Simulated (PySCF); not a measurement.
# From a computed spectrum to the compound

A species of 4 atoms with charge 2 has these harmonic modes (PBE0, small Gaussian bases with core potentials, PySCF 2.14.0):

| cm⁻¹ | km/mol | symmetry |
| --- | --- | --- |
| 341 | 8.9 | a1 |
| 568 | 95.5 | b2 |
| 576 | 355.1 | b1 |
| 1683 | 114.0 | a1 |
| 3720 | 280.8 | a1 |
| 3767 | 334.7 | b2 |

Q: Which species is it, and in which structure?

A: [Tm(H2O)]2+ (singlet in the valence; each metal's 4f electrons, 13 of them, lie in its core potential, out of spins and levels):
```xyz
4

Tm    0.0000    0.0000   -0.2332
O     0.0000    0.0000    2.1198
H     0.7673    0.0000    2.7245
H    -0.7673    0.0000    2.7245
```
Ideal gas at 298.15 K and 1 bar: S = 270.6 J/(mol K), Cp = 49.2 J/(mol K), H − H(0 K) = 11.8 kJ/mol (rigid rotor, harmonic modes, spin degeneracy alone, that of the 4f electrons in the core included). An lcecp potential fixes the number of 4f electrons, so in runs with it no electron can move into or out of that shell.
 The answer isn't unique; the calculation gave this one.
